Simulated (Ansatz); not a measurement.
Geometry optimisation, RKS B3LYP-D4/def2-SVP (Ansatz).

Input file:

```yaml
crystal:
  periodic: [false, false, false]
  atoms:
    - { symbol: Ta, position_ang: [-0.381877, -0.468733, 0.238473] }
    - { symbol: "N", position_ang: [2.90104, 0.115817, 0.15668] }
    - { symbol: H, position_ang: [3.446131, 0.462693, 0.944864] }
    - { symbol: H, position_ang: [3.44207, 0.256301, -0.695441] }
    - { symbol: F, position_ang: [0.023351, -0.07739, 2.045827] }
    - { symbol: F, position_ang: [0.006925, -0.536388, -1.612721] }
    - { symbol: F, position_ang: [-0.711061, 1.372284, 0.010822] }
    - { symbol: O, position_ang: [-2.055776, -1.247427, 0.339927] }
    - { symbol: H, position_ang: [-2.748524, -1.890021, 0.518921] }
    - { symbol: F, position_ang: [0.883271, -1.900339, 0.415654] }
    - { symbol: H, position_ang: [2.76175, -0.905797, 0.285196] }
basis:
  gaussian: { orbitals: def2-SVP }
hamiltonian:
  xc: b3lyp
  dispersion: d4
relax:
  f_tol: 0.03
  max_steps: 50
```

Command:

```bash
$ ansatz run input.yaml --threads 4 --pin off --max-ram 5120MiB --backend cpu --events-out ev --progress --plain --runs-dir out
```

Q: Where does it end, and by what steps?

A: The run converged. After 9 steps the energy has fallen by 1.006 eV; H4 moved furthest, 0.90 Å. Joined: Ta1–N2 (3.34 → 2.35 Å).

| step | energy less start (eV) | largest force component (eV/Å) | accepted |
| --- | --- | --- | --- |
| 0 | 0.0000 | 0.946 | yes |
| 1 | -0.2190 | 1.062 | yes |
| 2 | -0.4890 | 1.817 | yes |
| 3 | -0.8004 | 1.444 | yes |
| 4 | -0.9456 | 0.881 | yes |
| 5 | -0.9380 | 1.673 | no |
| 6 | -0.9903 | 0.110 | yes |
| 7 | -0.9943 | 0.121 | yes |
| 8 | -1.0045 | 0.093 | yes |
| 9 | -1.0059 | 0.022 | yes |

```xyz
11
Properties=species:S:1:pos:R:3
Ta 0.055 -0.596 0.266
N 2.324 0.006 0.169
H 2.575 0.653 0.919
H 2.562 0.444 -0.723
F 0.404 -0.271 2.114
F 0.367 -0.740 -1.611
F -0.110 1.290 0.030
O -1.741 -1.090 0.347
H -2.654 -1.378 0.396
F 0.880 -2.306 0.472
H 2.905 -0.830 0.270
```

Whether the end is a true minimum wasn't checked by a vibrational analysis.

The run took 32 s on 4 threads of Arm Neoverse V2 (shared host), peak memory 0.4 GiB.
